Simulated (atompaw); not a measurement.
## Building the PAW (atompaw) potential for lutetium (Lu) (PBEsol, scalar-relativistic).

| Item | Value |
| --- | --- |
| Element | Lu (Z = 71) |
| Generator | atompaw 4.2.0.5 |
| Type | PAW |
| Functional | PBEsol |
| Relativity | scalar-relativistic |
| Frozen core | [Kr] 4d10 4f14 |
| Valence charge | 11 |
| Reference configuration | 5s2 5p6 5d1 6s2 6p0 |
| Partial waves | 5s (bound): rc 1.50 bohr; 6s (bound): rc 3.00 bohr; 5p (bound): rc 1.80 bohr; 6p (bound, empty): rc 3.00 bohr; 5d (bound): rc 3.00 bohr; 5d channel at 1.35 Ry: rc 3.00 bohr |
| Local potential | bessel scheme, radius 2.10 bohr |
| Core correction | smooth core density matched at 2.75 bohr |
| Augmentation charge | sinc compensation charge, radius 2.40 bohr; PAW radius 3.00 bohr; waves and projectors: custom polynom2 7 10 vanderbiltortho |

All-electron outer shells of the reference configuration (PBEsol, scalar-relativistic, ld1.x):

```
shell  level (eV)  outermost node (bohr)  outermost maximum (bohr)
   4d     -191.76                   0.23                      0.48
   5s      -61.09                   0.57                      1.04
   5p      -31.68                   0.61                      1.19
   4f       -9.65                      –                      0.47
   6s       -4.67                   1.41                      3.04
   5d       -1.77                   0.68                      1.84
   6p       -1.32                   1.73                      4.26
```

Q: Does the generator finish with these settings?

A: Yes, a potential is produced.

Q: Estimate the cutoffs (Ry, on a coarse ladder) from which the occupation-weighted sum of valence levels, in a spherical-Bessel basis at the reference potential, stays within 10 and 1 mRy of its value at 400 Ry.

A: 21 Ry and 35 Ry.

Q: Does the potential have ghost states?

A: No extra level below or beside the all-electron valence levels (s, p, d, f tested).

Q: Is the overlap operator S = 1 + Σ q|β⟩⟨β| positive definite (Bessel basis up to 400 Ry)?

A: Yes: its lowest eigenvalue is 0.38 (s channel).
